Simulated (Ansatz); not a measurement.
Consider the formal exchange of groups at the Si–Cl bond: `F[SiH](Cl)[SiH2][SiH3]` + `OCCCF` → `O[SiH](F)[SiH2][SiH3]` + `FCCCCl`.

Gas-phase electronic energies from Ansatz, PBE0-D4/def2-TZVP geometries. CBS: MP2 limit from def2 TZ/QZ plus the TZ coupled-cluster correction, frozen cores. Functionals use def2-TZVPP. B3LYP here is the variant with VWN-RPA as its local correlation; programs differ in this. Each species was taken in one conformer, which may not be the lowest.

Question: Is it downhill or uphill in electronic energy at CCSD(T)/CBS, and by how much? (Best estimate.)

Answer: Computed: Downhill: ΔE = -0.35 eV.

Question: What do these levels give: PBE-D4, PBE0-D4, B3LYP-D4, ωB97X-V, ωB97M-V, B2PLYP, r2SCAN, PBE0, B3LYP, MP2/def2-TZVPP, CCSD(T)/def2-TZVPP, MP2/CBS(def2)? (Best estimate.)

Answer: The calculation gave: PBE-D4 -0.29, PBE0-D4 -0.28, B3LYP-D4 -0.33, ωB97X-V -0.31, ωB97M-V -0.32, B2PLYP -0.34, r2SCAN -0.32, PBE0 -0.27, B3LYP -0.31, MP2/def2-TZVPP -0.38, CCSD(T)/def2-TZVPP -0.35, MP2/CBS(def2) -0.38 eV.

Largest T1 diagnostic among the species: 0.013.

In def2-TZVPP, CCSD(T) changes the Hartree–Fock value by −0.06 eV (the triples alone add −0.01 eV) and MP2 by −0.09 eV.
